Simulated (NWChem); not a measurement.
CH6OSi; SMILES CO[SiH3]

```xyz
9

Si     0.0268     1.0485     0.0003
O     -0.5786    -0.5004    -0.0001
C      0.2144    -1.6533     0.0005
H     -1.1458     1.9628     0.0002
H      0.8711     1.2950     1.2129
H      0.8717     1.2956    -1.2117
H      0.8634    -1.7131     0.8944
H     -0.4435    -2.5358     0.0021
H      0.8617    -1.7151    -0.8946
```
Atoms are numbered in this order, from 1.

Level: PBE0/def2-SVP (NWChem), optimised geometry, unscaled harmonic frequencies. 

| frequency (cm⁻¹) | IR intensity (km/mol) |
|---|---|
| 107 | 2.2 |
| 134 | 1.3 |
| 214 | 4.0 |
| 714 | 62.0 |
| 731 | 41.9 |
| 778 | 47.1 |
| 934 | 77.8 |
| 953 | 110.9 |
| 986 | 273.6 |
| 1178 | 92.3 |
| 1180 | 1.1 |
| 1228 | 159.3 |
| 1474 | 4.7 |
| 1477 | 5.5 |
| 1479 | 9.7 |
| 2212 | 161.7 |
| 2217 | 85.9 |
| 2277 | 104.7 |
| 3007 | 62.7 |
| 3081 | 40.8 |
| 3138 | 25.5 |

```yaml
zero_point_energy: 42.1 kcal/mol
thermal correction to the enthalpy at 298.15 K (with zero-point energy): 46.0 kcal/mol
heat capacity Cv: 16.1 cal/(mol K)
entropy at 298.15 K and 1 atm (symmetry number 1): 71.1 cal/(mol K)
dipole_moment: 1.11 D
```

Rigid rotor and harmonic oscillator.
